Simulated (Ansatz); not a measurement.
The pair A = BF3 (SMILES FB(F)F) (first 4 atoms), B = NH3 (SMILES N); geometry from B3LYP-D3(BJ)/def2-TZVP.
(charge 0, multiplicity 1):
```xyz
8

F     -1.128    -0.835     0.693
B     -0.007    -0.090     0.962
F      0.003     1.149     0.371
F      1.173    -0.781     0.849
N     -0.127     0.247     2.616
H     -0.983     0.761     2.807
H     -0.138    -0.618     3.149
H      0.665     0.808     2.917
```

Frozen-core correlation. MP2 and its Hartree–Fock in aug-cc-pVQZ, aug-cc-pVTZ are density fitted.

Programs: Ansatz (Gaussian orbitals). Values without a source in brackets are computed.

The counterpoise-corrected interaction energy is E(AB) − E(A in the pair's basis) − E(B in the pair's basis). Total energies (hartree):

| level | AB | A in the pair's basis | B in the pair's basis |
|---|---|---|---|
| HF/aug-cc-pVTZ | -379.5757619 | -323.2834930 | -56.2199722 |
| MP2/aug-cc-pVTZ | -380.6861422 | -324.1542926 | -56.4612403 |
| HF/aug-cc-pVQZ | -379.6019412 | -323.3060377 | -56.2235392 |
| MP2/aug-cc-pVQZ | -380.7931539 | -324.2428499 | -56.4778659 |
| MP2/aug-cc-pVDZ | -380.3521952 | -323.8784459 | -56.4078395 |
| CCSD(T)/aug-cc-pVDZ | -380.3942180 | -323.9002688 | -56.4283469 |

Q: Work out the counterpoise-corrected interaction energy at the basis-set limit: extrapolate the MP2 correlation part as X⁻³, take Hartree–Fock from the larger set, and add the CCSD(T) − MP2 difference of aug-cc-pVDZ.

A: 
1. Differences (1 hartree = 627.509 kcal/mol): HF/aug-cc-pVTZ -45.367; MP2/aug-cc-pVTZ -44.308; HF/aug-cc-pVQZ -45.409; MP2/aug-cc-pVQZ -45.456; MP2/aug-cc-pVDZ -41.359; CCSD(T)/aug-cc-pVDZ -41.166.
2. Correlation parts, MP2 less HF: 1.059 in aug-cc-pVTZ (X = 3), -0.046 in aug-cc-pVQZ (X = 4).
3. Limit (4³·(-0.046) − 3³·(1.059))/(4³ − 3³) = -0.853; with HF/aug-cc-pVQZ it gives -46.262.
4. CCSD(T) less MP2 in aug-cc-pVDZ: 0.193.
Result: -46.07 kcal/mol, against -44.31 at MP2/aug-cc-pVTZ. It is an estimate of this method's limit, not of the exact value.

Ansatz is a program for electronic structure.
